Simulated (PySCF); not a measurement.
**Nuclear quadrupole coupling in `COC(=O)c1pcnn1[SiH3]`**

Species: C4H7N2O2PSi.
Z-matrix (Å and degrees, GFN2-xTB geometry), rows numbered from 1:
```
C 
O   1  1.4210
C   2  1.3276  1  116.34
O   3  1.2225  2  124.04  1    -0.00
C   3  1.4362  2  114.31  1   179.99
P   5  1.7338  3  130.67  2    -0.05
C   6  1.7627  5   84.60  3  -179.99
N   7  1.3074  6  115.86  5    -0.00
N   8  1.3100  7  111.86  6     0.02
Si  9  1.7845  5  124.14  3     0.04
H   1  1.0920  2  110.33  3   -59.94
H   1  1.0920  2  110.31  3    60.37
H   1  1.0868  2  106.07  3  -179.78
H   7  1.0761  6  125.71  5   179.99
H  10  1.4545  9  108.91  5   -67.00
H  10  1.4546  9  108.90  5    66.93
H  10  1.4674  9   97.68  5   179.97
```

Field gradients from the PBE0/pcSseg-1 density (PySCF, non-relativistic), principal values in atomic units, ordered |Vxx| ≤ |Vyy| ≤ |Vzz|:

| atom | Vxx | Vyy | Vzz |
| --- | --- | --- | --- |
| O2 | -0.5209 | -1.2012 | 1.7222 |
| O4 | 0.5808 | 0.7761 | -1.3570 |
| N8 | 0.4650 | 0.7209 | -1.1859 |
| N9 | -0.1797 | -0.3313 | 0.5110 |

Question: Find the asymmetry η = (Vxx − Vyy)/Vzz and the couplings χ = eQV/h (234.96 MHz × Q in barn × V in au), with Q(17O) = −0.0256 b, Q(14N) = 0.02044 b.

Answer: 
```
atom                 environment  nucleus     η  χzz (MHz)  χxx (MHz)  χyy (MHz)
  O2  ester single-bonded oxygen      17O  0.40     -10.36       3.13       7.23
  O4       ester carbonyl oxygen      17O  0.14       8.16      -3.49      -4.67
  N8      pyridine-type nitrogen      14N  0.22      -5.70       2.23       3.46
  N9       pyrrole-type nitrogen      14N  0.30      2.454     -0.863     -1.591
```

The tensor is traceless: Vxx + Vyy + Vzz = 0.

Question: What is Vzz at N9 in SI units (1 au = 9.71736 × 10²¹ V/m²)?

Answer: 0.5110 au = 4.966 × 10²¹ V/m².

Question: And the gradient at the other heavy atoms, for which no coupling is worked out here?

Answer: 
| atom | environment | Vzz (au) | η |
| --- | --- | --- | --- |
| C1 | methoxy carbon | 0.502 | 0.03 |
| C3 | ester carbonyl carbon | 0.376 | 0.92 |
| C5 | substituted aromatic carbon | -0.182 | 0.12 |
| P6 | phosphorus bonded to 2 C | -1.213 | 0.03 |
| C7 | aromatic CH next to a ring nitrogen | 0.229 | 0.80 |
| Si10 | SiH3 silicon | 0.773 | 0.28 |

Were the hydrogens deuterons (Q(2H) = 0.00286 b), χzz would run from 104 kHz (H17) to 225 kHz (H14).

One conformer (not necessarily the lowest) at the GFN2-xTB geometry, without solvent, vibrations or thermal averaging. GFN2-xTB bond lengths can be off by several hundredths of an ångström, more for odd bonds, and the gradients follow them. The small basis limits the accuracy of the gradients.

These values come from a run that also computed NMR shieldings. Time: 49 s of wall time; peak memory 0.97 GiB. Hardware: Arm Neoverse V1, one thread, shared host.
